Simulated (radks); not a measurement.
Effect of the nuclear size on the manganese ion Mn3+, [Ar] 3d4. Method: Dirac Kohn-Sham, relativistic LDA (MacDonald-Vosko exchange, VWN5 correlation), spin-unpolarised, spherical densities, finite nucleus; open shells fill j = l - 1/2 first; Fermi nuclear charge, rms radius 3.7057 fm; computed with a radial shooting solver on a logarithmic mesh with Libxc functionals. The rms radius is varied about that value; shifts are against it.

rms radius (fm)	total energy shift (eV)	density at nucleus (e/bohr^3)	1s1/2 shift (meV)	2s1/2 shift (meV)	3s1/2 shift (meV)
3.3092	-0.0183	1.309e+04	-7.76	-0.689	-0.101
3.4982	-0.00984	1.307e+04	-4.16	-0.370	-0.054
3.7057	0	1.304e+04	0.000	0.000	0.000
3.8836	0.00887	1.301e+04	3.75	0.333	0.049
4.5395	0.0450	1.293e+04	19.1	1.69	0.248

Slopes of the eigenvalues against <r^2> in GHz/fm^2, as finite differences over the two radii next to the reference (eigenvalue slopes, not the field-shift constants of lines): 1s1/2 673, 2s1/2 59.7, 3s1/2 8.78.
